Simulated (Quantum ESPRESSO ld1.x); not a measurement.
Au57+, 22 electrons, occupied as [Ar] 3d4. Method: Dirac Kohn-Sham, PBE, spin-unpolarised, spherical densities, point nucleus; open shells fill j = l - 1/2 first; computed with ld1.x of Quantum ESPRESSO 7.5.

Radial electron density D(r) = 4 pi r^2 rho(r):

```
   r/bohr * D(r) (the largest magnitude, 139, reaches the edge; | marks zero)
 0.001095 |    *
 0.001214 |     *
 0.001358 |      *
 0.001507 |       *
 0.001686 |        *
 0.001871 |         *
 0.002092 |           *
 0.002322 |             *
 0.002597 |               *
 0.002905 |                 *
 0.003223 |                   *
 0.003605 |                      *
    0.004 |                        *
 0.004474 |                           *
 0.004964 |                              *
 0.005553 |                                 *
 0.006161 |                                   *
 0.006892 |                                      *
 0.007647 |                                        *
 0.008553 |                                          *
 0.009491 |                                           *
  0.01062 |                                            *
  0.01187 |                                            *
  0.01317 |                                            *
  0.01474 |                                           *
  0.01635 |                                         *
  0.01829 |                                        *
  0.02029 |                                       *
   0.0227 |                                       *
  0.02519 |                                       *
  0.02817 |                                         *
  0.03126 |                                           *
  0.03496 |                                              *
  0.03911 |                                                  *
  0.04339 |                                                     *
  0.04854 |                                                      *
  0.05386 |                                                     *
  0.06024 |                                                   *
  0.06684 |                                              *
  0.07476 |                                        *
  0.08296 |                                   *
  0.09279 |                               *
    0.103 |                             *
   0.1152 |                              *
   0.1278 |                                *
   0.1429 |                                 *
   0.1599 |                                *
   0.1774 |                             *
   0.1984 |                        *
   0.2201 |                 *
   0.2462 |           *
   0.2732 |      *
   0.3056 |  *
   0.3391 |*
   0.3793 *
   0.4209 *
   0.4707 *
   0.5223 *
   0.5842 *
```

D(r) has 3 maxima, at r = 0.0114, 0.0497, 0.148 bohr, and minima at 0.0227, 0.105 bohr, inside which lie 2.05, 11.10 electrons.
